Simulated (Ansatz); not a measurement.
Cost and result for the atomization energy of CH7NSeSi, SMILES `N[SiH2]C[SeH]` (11 atoms, 10 bonds).

Cartesian coordinates in Å:
```
N 0.6394 0.9940 1.2688
Si 0.7780 0.2957 -0.2904
C -0.9417 -0.1190 -0.8997
Se -1.7884 -1.3909 0.3295
H 0.1631 0.4794 1.9934
H 1.3895 1.5522 1.6413
H 1.5644 -0.9742 -0.3734
H 1.4477 1.3032 -1.1592
H -1.5792 0.7667 -0.8636
H -0.9690 -0.5252 -1.9109
H -0.7039 -2.3818 0.2642
```

The species carries charge 0 and has multiplicity 1. Correlated methods include outer-core shells of Se, which these sets cover unevenly. Scalar relativity is left out up to krypton. All single points use the PBE0-D4/def2-TZVP geometry. It is one conformer, not always the lowest. Program: Ansatz. All runs use 4 threads of an Arm Neoverse V1 on a shared host. Times are those of one run each, without the atoms' runs, and a repeat can differ threefold. Electronic energies, without spin–orbit coupling; frozen cores. CCSD(T)/CBS adds CCSD(T) − MP2 in def2-TZVPP to the MP2 limit, and its time is that of the two runs behind it. T1 = 0.009. With those shells the extrapolation isn't a true limit. B3LYP takes the VWN-RPA correlation (the form of Gaussian; ORCA's B3LYP/G).

CCSD(T)/CBS is a level of theory with its own doubt, some kJ/mol a heavy atom from the limit and from the frozen cores, so smaller differences don't rank the functionals.

| level | functions | wall time | atomization (kcal/mol) | difference from CCSD(T)/CBS | per bond |
| --- | --- | --- | --- | --- | --- |
| PBE-D4/def2-TZVPP (with forces) | 250 | 2.9 s | 871.4 | 5.2 | 0.5 |
| PBE0-D4/def2-TZVPP | 250 | 3.6 s | 859.9 | -6.3 | -0.6 |
| r2SCAN-D4/def2-TZVPP (with forces) | 250 | 5.5 s | 861.5 | -4.7 | -0.5 |
| B3LYP-D4/def2-TZVPP (with forces) | 250 | 5.5 s | 864.6 | -1.6 | -0.2 |
| B2PLYP/def2-TZVPP | 250 | 6.5 s | 852.3 | -13.9 | -1.4 |
| ωB97X-V/def2-TZVPP | 250 | 9.5 s | 868.1 | 1.9 | 0.2 |
| ωB97M-V/def2-TZVPP (with forces) | 250 | 14 s | 864.9 | -1.3 | -0.1 |
| MP2/def2-QZVPP | 483 | 28 s | 859.6 | -6.6 | -0.7 |
| CCSD(T)/def2-TZVPP | 250 | 3.3 min | 840.8 | -25.4 | -2.5 |
| CCSD(T)/CBS(def2) | – | 3.8 min | 866.2 | 0.0 | 0.0 |

In def2-TZVPP, CCSD(T) changes the Hartree–Fock value by +226.0 kcal/mol (the triples alone add +11.7 kcal/mol) and MP2 by +229.7 kcal/mol; breaking electron pairs costs correlation energy, which Hartree–Fock lacks. The D4 term adds +9.7 kcal/mol with B3LYP and +5.1 kcal/mol with PBE0; it sums over pairs of atoms, weighted by their polarisabilities, and B3LYP, whose exchange is more repulsive, gets the larger term. From PBE to PBE0 (25 % exact exchange), in def2-TZVPP and without D4, the atomization energy moves by −10.6 kcal/mol: exact exchange takes away binding that semilocal exchange gives to molecules.
